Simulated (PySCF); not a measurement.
C3Si, SMILES [C]1[c+]2[si-2][c+]21 (connectivity only; charge and spin as stated), neutral, multiplicity 1.

Geometry optimised at r2SCAN-D4/def2-TZVP.

These are ωB97X/def2-TZVPD run with PySCF values and carry that method's errors.

Symmetry labels are those of the subgroup C2v that the program uses (full group C2v).

Task: List the valence orbital energies around the gap with their symmetry. (An estimate is asked for; the answer gives what the named calculation found.)

Result: 
| orbital | symmetry | energy (eV) |
|---|---|---|
| HOMO−7 | A1 | -29.07 |
| HOMO−6 | A1 | -20.51 |
| HOMO−5 | B2 | -16.94 |
| HOMO−4 | B1 | -13.60 |
| HOMO−3 | A1 | -13.50 |
| HOMO−2 | B2 | -11.89 |
| HOMO−1 | A1 | -10.96 |
| HOMO | A1 | -9.25 |
| LUMO | B1 | -1.77 |
| LUMO+1 | A2 | 0.61 |
| LUMO+2 | B2 | 0.64 |
| LUMO+3 | A1 | 1.77 |
